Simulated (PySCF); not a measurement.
# SMILES CN(C)C#CC#CC(F)(F)F, C$_{7}$H$_{6}$F$_{3}$N

Geometry:
```csv
atom,x (Å),y (Å),z (Å)
C1,-2.580,0.960,-0.983
N2,-1.955,-0.032,-0.133
C3,-2.812,-0.793,0.752
C4,-0.650,-0.027,0.047
C5,0.567,-0.039,0.203
C6,1.917,-0.062,0.374
C7,3.126,-0.084,0.530
C8,4.572,-0.126,0.718
F9,5.195,-0.690,-0.321
F10,5.086,1.099,0.867
F11,4.894,-0.832,1.805
H12,-1.840,1.365,-1.683
H13,-3.395,0.496,-1.561
H14,-3.002,1.794,-0.393
H15,-3.628,-1.255,0.174
H16,-2.230,-1.589,1.233
H17,-3.257,-0.155,1.537
```

Method: quadratic response CAM-B3LYP/aug-cc-pVDZ first hyperpolarisability, Taylor convention, gas phase in PySCF 2.14.0. Geometry: PBE0-D3(BJ)/def2-SVP.

Task: Give β for the processes computed.

Result: In au, Taylor convention; the vector part is βᵢ = ⅓ Σⱼ (βᵢⱼⱼ + βⱼᵢⱼ + βⱼⱼᵢ); β∥ is 3/5 of the vector part along the dipole, the dipole points from − to +:
| process | λ (nm) | β vector norm | β∥ | β HRS | depolarisation ratio |
| --- | --- | --- | --- | --- | --- |
| static β(0;0,0) | ∞ | 647.2 | 378.0 | 327.7 | 3.10 |
| second harmonic β(−2ω;ω,ω) | 1907 | 696.2 | 406.5 | 351.6 | 3.12 |
| Pockels β(−ω;ω,0) | 1907 | 663.0 | 387.1 | – | – |
| second harmonic β(−2ω;ω,ω) | 1064 | 827.5 | 482.7 | 415.6 | 3.17 |
| Pockels β(−ω;ω,0) | 1064 | 699.9 | 408.6 | – | – |

Task: Which lowest excitations, dipole and polarisabilities go with it?

Result: S1 3.49 eV (f = 0.000); S2 4.56 eV (f = 0.052); S3 5.13 eV (f = 0.021); dipole 6.86 D; isotropic α 113.5 au static, 114.1 au at 1907 nm, 115.3 au at 1064 nm, 115.8 au at 953.5 nm, 121.3 au at 532 nm.
